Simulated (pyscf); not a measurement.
H₃C–C⁺(CH₃)–CH=O -> H₃C–C(CH₃)=C=OH⁺, a hydrogen shift (singlet surface; C–H broken, H–O formed). Structures and frequencies: ωB97X-D3(BJ)/def2-SVP in PySCF. Energies in kcal/mol from the reactant's lowest minimum found.

Small-basis levels: PySCF, no dispersion term, spherical d functions. 

Task: In single points BP86/6-31G* puts the saddle at 48.0 kcal/mol and the reaction energy at +1.3 kcal/mol. Should these be trusted to within a few kcal/mol? Compare with ωB97M-D3(BJ)/def2-TZVP.

Result: ωB97M-D3(BJ)/def2-TZVP gives ΔE‡ = 57.3 kcal/mol and ΔE = -1.2 kcal/mol. BP86/6-31G* lies 9.3 kcal/mol under it in the barrier and 2.5 kcal/mol over it in the reaction energy, so on this step it does not hold to within 3.0 kcal/mol. ωB97M-D3(BJ)/def2-TZVP has limits of its own. H₃C–C⁺(CH₃)–CH=O lies 35.4 kcal/mol over its isomer H₃C–CH(CH₃)–C⁺=O (electronic energy, ωB97M-D3(BJ)/def2-TZVP). H₃C–C(CH₃)=C=OH⁺ lies 34.1 kcal/mol over its isomer H₃C–CH(CH₃)–C⁺=O (electronic energy, ωB97M-D3(BJ)/def2-TZVP). One saddle was located; it need not be the lowest between these sides.
